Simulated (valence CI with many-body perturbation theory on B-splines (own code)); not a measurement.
**W LXX: calculated level list**

Calculated by valence CI with perturbative core correlation (CI+MBPT): three valence electrons over a frozen Dirac-Fock core [He], a basis of 11 s, 11 p, 10 d, 8 f, 5 g, 2 h functions for each j, with the one-electron correlation potential Σ1, the two-electron term Σ2, the three-electron term Σ3, Breit, model QED; selected CI, second order for the rest, scaled by the run's own slope (own B-spline code, finite nucleus).

The last digits are not significant, and no measured levels were compared; by estimate large intervals hold to a few tenths of a per cent, small ones and those within an open d or f shell to about a per cent.

Levels 1 to 45 of 165, with energies above the lowest level, (2s^2 2p1/2) J=1/2. "Leading %" is the weight of the configuration and term that name the level; weights of strongly mixed levels are sums over their largest components and can fall short. In the jj column 3d3/2^4 stands for four electrons in 3d with j = 3/2.

```tsv
No.	Configuration	Term	J	E (× 10³ cm⁻¹)	Leading %	g	Leading jj
1	2s²2p	²P°	1/2	0.00	100	0.615	2s^2 2p1/2 (100 %)
2	2s2p²	⁴P	1/2	2187.7	49	2.026	2s 2p1/2^2 (100 %)
3	2s²2p	²P°	3/2	11799	99	1.297	2s^2 2p3/2 (99 %)
4	2s2p²	⁴P	3/2	13340	90	1.618	2s 2p1/2 2p3/2 (100 %)
5	2s2p²	²D	5/2	13668	63	1.305	2s 2p1/2 2p3/2 (100 %)
6	2s2p²	²P	1/2	14256	68	1.269	2s 2p1/2 2p3/2 (100 %)
7	2s2p²	²D	3/2	14272	61	0.972	2s 2p1/2 2p3/2 (100 %)
8	2p³	²P°	3/2	16542	49	1.311	2p1/2^2 2p3/2 (99 %)
9	2s2p²	⁴P	5/2	25282	63	1.415	2s 2p3/2^2 (100 %)
10	2s2p²	²S	1/2	26167	68	1.917	2s 2p3/2^2 (100 %)
11	2s2p²	²P	3/2	26172	59	1.167	2s 2p3/2^2 (100 %)
12	2p³	⁴S°	3/2	27940	55	1.432	2p1/2 2p3/2^2 (100 %)
13	2p³	²D°	5/2	28123	100	1.161	2p1/2 2p3/2^2 (100 %)
14	2p³	²P°	1/2	28590	100	0.615	2p1/2 2p3/2^2 (100 %)
15	2p³	²P°	3/2	40089	51	1.285	2p3/2^3 (100 %)
16	2s²3s	²S	1/2	85733	98	1.981	2s^2 3s (98 %)
17	2s²3p	²P°	1/2	86457	96	0.658	2s^2 3p1/2 (96 %)
18	2s2p3s	⁴P°	1/2	87196	85	2.349	2s 2p1/2 3s (99 %)
19	2s2p3s	⁴P°	3/2	87423	58	1.528	2s 2p1/2 3s (100 %)
20	2s2p3s	²P°	1/2	87674	95	0.695	2s 2p1/2 3s (99 %)
21	2s2p3p	⁴D	1/2	87806	72	0.261	2s 2p1/2 3p1/2 (100 %)
22	2s2p3p	⁴D	3/2	88038	39	1.084	2s 2p1/2 3p1/2 (100 %)
23	2s2p3p	⁴P	1/2	88408	45	1.908	2s 2p1/2 3p1/2 (99 %)
24	2p²3s	⁴P	1/2	89819	44	1.975	2p1/2^2 3s (97 %)
25	2s²3p	²P°	3/2	89940	98	1.319	2s^2 3p3/2 (98 %)
26	2p²3p	²P°	1/2	90392	46	0.643	2p1/2^2 3p1/2 (97 %)
27	2s²3d	²D	3/2	90416	98	0.785	2s^2 3d3/2 (98 %)
28	2s²3d	²D	5/2	91336	92	1.193	2s^2 3d5/2 (92 %)
29	2s2p3p	⁴P	3/2	91390	31	1.387	2s 2p1/2 3p3/2 (100 %)
30	2s2p3p	²D	5/2	91665	41	1.305	2s 2p1/2 3p3/2 (93 %)
31	2s2p3p	²D	3/2	91682	42	1.241	2s 2p1/2 3p3/2 (100 %)
32	2s2p3p	²P	1/2	91720	44	1.335	2s 2p1/2 3p3/2 (98 %)
33	2s2p3d	⁴F°	3/2	91767	69	0.571	2s 2p1/2 3d3/2 (100 %)
34	2s2p3d	⁴F°	5/2	92020	41	1.001	2s 2p1/2 3d3/2 (99 %)
35	2s2p3d	²P°	3/2	92168	30	1.153	2s 2p1/2 3d3/2 (99 %)
36	2s2p3d	⁴D°	1/2	92201	53	0.436	2s 2p1/2 3d3/2 (99 %)
37	2s2p3d	⁴P°	5/2	92789	33	1.300	2s 2p1/2 3d5/2 (100 %)
38	2s2p3d	²F°	7/2	93028	40	1.220	2s 2p1/2 3d5/2 (100 %)
39	2s2p3d	²F°	5/2	93124	47	1.074	2s 2p1/2 3d5/2 (99 %)
40	2s2p3d	²P°	3/2	93129	39	1.118	2s 2p1/2 3d5/2 (96 %)
41	2p²3p	²P°	3/2	94007	34	1.317	2p1/2^2 3p3/2 (96 %)
42	2p²3d	²D	3/2	94354	43	0.781	2p1/2^2 3d3/2 (98 %)
43	2p²3d	²D	5/2	95387	36	1.187	2p1/2^2 3d5/2 (98 %)
44	2s2p3s	⁴P°	5/2	99031	100	1.565	2s 2p3/2 3s (100 %)
45	2s2p3s	²P°	3/2	99253	76	1.385	2s 2p3/2 3s (100 %)
```

The ionisation energy to 2s² ¹S0 of the next ion comes out as 18823 eV (NIST: 18872 ± 3 eV (semi-empirical)). All 165 levels together are meant to be complete up to 124230 × 10³ cm⁻¹.
